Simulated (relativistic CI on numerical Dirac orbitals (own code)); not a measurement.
## d7 in a ligand field

Computed with a parametric ligand-field model of a d^n configuration (Racah B and C, spin-orbit zeta, crystal field), exact diagonalisation.

Field parameters in Wybourne normalisation: Td as Oh with Dq negative (B⁴₀ = 21Dq, B⁴₄ = √(5/14) B⁴₀). The field is a parameter set, without covalency.

B = 1130 cm⁻¹, C = 4780 cm⁻¹ (C/B = 4.23), Td, no spin-orbit coupling. Tanabe-Sugano data, E/B above the lowest term (Δ = |10Dq|; b, c mark the second and third term of a kind):

| Δ/B | 4A2 | 4T2 | 4T1 | 4T1(b) | 2E | 2T1 | 2T2 |
| --- | --- | --- | --- | --- | --- | --- | --- |
| 1.0 | 0.00 | 1.00 | 1.79 | 16.21 | 17.59 | 17.66 | 18.04 |
| 2.8 | 0.00 | 2.80 | 4.94 | 18.45 | 18.38 | 18.80 | 20.27 |
| 4.6 | 0.00 | 4.60 | 8.01 | 20.79 | 18.78 | 19.44 | 22.27 |
| 6.4 | 0.00 | 6.40 | 10.96 | 23.24 | 19.03 | 19.83 | 23.97 |
| 8.2 | 0.00 | 8.20 | 13.79 | 25.82 | 19.22 | 20.09 | 25.29 |
| 10.0 | 0.00 | 10.00 | 16.48 | 28.52 | 19.37 | 20.28 | 26.27 |
| 11.8 | 0.00 | 11.80 | 19.03 | 31.36 | 19.49 | 20.43 | 27.04 |
| 13.6 | 0.00 | 13.60 | 21.48 | 34.33 | 19.60 | 20.54 | 27.68 |
| 15.4 | 0.00 | 15.40 | 23.80 | 37.40 | 19.69 | 20.64 | 28.23 |
| 17.2 | 0.00 | 17.20 | 26.04 | 40.57 | 19.77 | 20.72 | 28.72 |
| 19.0 | 0.00 | 19.00 | 28.19 | 43.81 | 19.85 | 20.79 | 29.16 |
| 20.8 | 0.00 | 20.80 | 30.28 | 47.11 | 19.92 | 20.85 | 29.55 |

The ground term stays 4A2.
